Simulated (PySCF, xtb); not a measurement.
Cl3Ga, SMILES [Cl][Ga-]([Cl])[Cl], charge -1, multiplicity 2.

Harmonic wavenumbers (cm⁻¹) from xtb with GFN2-xTB at its own minimum, in rising order: 77, 77, 91, 242, 242, 252.

Q: What does B3LYP-D3(BJ)/def2-SVPD (PySCF) give at its own minimum? (Estimate from the structure and the level; the computed values follow.)

A: 98, 98, 125, 284, 302, 302. Paired by order, the mean absolute difference is 38 cm⁻¹ and the zero-point energies are 1.4 and 1.7 kcal/mol.
